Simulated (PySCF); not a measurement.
Compound: C4H6F4Ge.
Atom-mapped SMILES: `[F:1][C:2]([F:3])([F:4])[C@@:5]1([F:6])[CH2:7][CH2:8][GeH2:9]1` (hydrogens: H10, H11 on C7; H12, H13 on C8; H14, H15 on Ge9)

Computed by this run: PySCF, PBE0-D3(BJ)/def2-SVP geometry optimisation, gas phase; density fitting, grid level 1; the optimiser is geomeTRIC in internal coordinates, started from a GFN2-xTB structure with every atom displaced at random (about 0.01 Å).

Step 0: E = -71590.3794 eV
```
atom  x, y, z in Å  |  force x, y, z in eV/Å
F1      1.9035    1.8990   -0.3059   -0.122  -0.026  -0.169
C2      1.3311    0.9682    0.4553    0.742   0.790   0.696
F3      0.3166    1.5785    1.1317    0.691  -0.408   0.000
F4      2.2850    0.6143    1.3575   -1.083  -0.128  -0.556
C5      0.7449   -0.1471   -0.3727    0.831  -0.093   0.294
F6      1.7474   -0.7065   -1.1210   -0.064   0.166   0.024
C7     -0.0114   -1.1641    0.4852   -0.554   0.542  -0.196
C8     -1.4529   -0.6393    0.3485   -0.955  -0.443   0.246
Ge9    -0.9615    0.5154   -1.1771    0.143  -0.963  -0.054
H10     0.0908   -2.1372    0.0172    0.142  -0.450  -0.256
H11     0.3279   -1.2425    1.5214    0.236  -0.049   0.203
H12    -1.7671   -0.0646    1.2301   -0.007   0.136  -0.053
H13    -2.2264   -1.4234    0.1869    0.341   0.316  -0.016
H14    -1.1780   -0.0564   -2.5676   -0.121  -0.220  -0.254
H15    -1.1661    1.9893   -1.1967   -0.219   0.832   0.092
```

Step 1: E = -71590.5322 eV
```
atom  x, y, z in Å  |  force x, y, z in eV/Å
F1      1.9947    1.9189   -0.2521    0.004  -0.023   0.077
C2      1.3871    0.9974    0.4895    0.025  -0.414  -0.124
F3      0.4709    1.6106    1.2489   -0.051   0.042   0.040
F4      2.2918    0.4512    1.3074    0.126   0.244   0.081
C5      0.7428   -0.0846   -0.3607   -0.071   0.301   0.035
F6      1.7417   -0.6246   -1.1200    0.017  -0.093  -0.058
C7     -0.0306   -1.1136    0.4843   -0.120   0.029  -0.013
C8     -1.4979   -0.6471    0.3420   -0.113  -0.078   0.057
Ge9    -0.9971    0.4696   -1.2076    0.134   0.079  -0.107
H10     0.1094   -2.0954    0.0079    0.076   0.011  -0.013
H11     0.3282   -1.1877    1.5231    0.029  -0.079  -0.008
H12    -1.8461   -0.0555    1.1987    0.038   0.102  -0.012
H13    -2.2216   -1.4564    0.1771   -0.002  -0.002  -0.036
H14    -1.1838   -0.1775   -2.5906   -0.028  -0.017   0.049
H15    -1.3057    1.9786   -1.2552   -0.065  -0.103   0.033
```

Question: Estimate the geometry and energy of step 2. (The exact step hangs on the optimiser's Hessian estimate; all steps are aligned on step 1, rigid shifts and turns removed.)

Answer: E = -71590.5451 eV, largest force 0.182 eV/Å
```
atom  x, y, z in Å  |  force x, y, z in eV/Å
F1      1.9908    1.9176   -0.2478    0.021   0.048  -0.111
C2      1.3951    0.9908    0.4950    0.121  -0.040   0.016
F3      0.4737    1.6044    1.2504   -0.123  -0.025   0.048
F4      2.3179    0.4904    1.3230   -0.075  -0.034  -0.044
C5      0.7472   -0.0863   -0.3573    0.045   0.116   0.132
F6      1.7405   -0.6364   -1.1196   -0.002  -0.041  -0.024
C7     -0.0354   -1.1175    0.4798   -0.074   0.044   0.014
C8     -1.5018   -0.6422    0.3406   -0.044  -0.084   0.019
Ge9    -0.9908    0.4687   -1.2087    0.069   0.048  -0.037
H10     0.1102   -2.0935   -0.0070    0.017   0.005  -0.020
H11     0.3260   -1.2084    1.5165    0.016  -0.049   0.004
H12    -1.8447   -0.0394    1.1930    0.054   0.043  -0.024
H13    -2.2312   -1.4456    0.1705    0.006   0.004   0.004
H14    -1.1914   -0.1863   -2.5835    0.011  -0.025   0.009
H15    -1.3222    1.9676   -1.2521   -0.042  -0.011   0.013
```

The energy changes by -0.0129 eV. The first-order estimate −F·Δx gives -0.0251 eV and the mean of the old and new forces, exact on a quadratic surface, -0.0130 eV. The step makes an angle of 60° with the force vector and moves no atom by more than 0.050 Å.

What follows is the cost of the whole optimisation. Hardware: one thread of an AMD EPYC 9R14 (shared host). Cost: 3.9 min of wall time, 0.80 GiB resident at most.
